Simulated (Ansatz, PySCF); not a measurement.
Breaking the Si4–H5 bond in BeH4OSi (SMILES [BeH][O][SiH3]) (multiplicity 1 held, fragments rigid). Energies count from the point at 1.481 Å.
Geometry at that point (charge 0, multiplicity 1):
```
atom    x (Å)    y (Å)    z (Å)
----  -------  -------  -------
Be    -1.5733  -0.9306   1.0320
H     -2.5663  -1.5179   1.6833
O     -0.5220  -0.3087   0.3424
Si     0.7004   0.4143  -0.4594
H      0.7902  -0.1299  -1.8341
H      1.9793   0.1660   0.2455
H      0.4603   1.8742  -0.5299
```

R- and RO- levels are restricted; in cc, def2 and unpolarised 6-31G sets they are followed outwards from rest. U- levels take the lowest unrestricted solution at each point, which mixes spins at long bonds. Curves can end on different states.

Correlated levels freeze the cores. Rows in 6-31G* carry no dispersion term and start afresh at each structure (6-31G* with six Cartesian d functions).

Programs: Ansatz (an electronic-structure program) with Gaussian orbitals; PySCF for 6-31G* rows. Each number belongs to the level named beside it.

One of these levels gives 4.145 eV for the energy at R = 4.740 Å. Which one is it?
A) R-wB97X-V/cc-pV(T+d)Z
B) U-B3LYP/6-31G*
C) R-HF/cc-pV(T+d)Z
D) R-SCS-MP2/cc-pV(T+d)Z

B, U-B3LYP/6-31G*. The others give 7.387 (R-HF/cc-pV(T+d)Z), 6.807 (R-wB97X-V/cc-pV(T+d)Z), 5.436 (R-SCS-MP2/cc-pV(T+d)Z)

Doubts at one or more of the structures used: a restricted determinant that unrestricted orbitals would lower (R-HF/cc-pV(T+d)Z, R-wB97X-V/cc-pV(T+d)Z, R-SCS-MP2/cc-pV(T+d)Z); a spin-contaminated determinant (U-B3LYP/6-31G*).
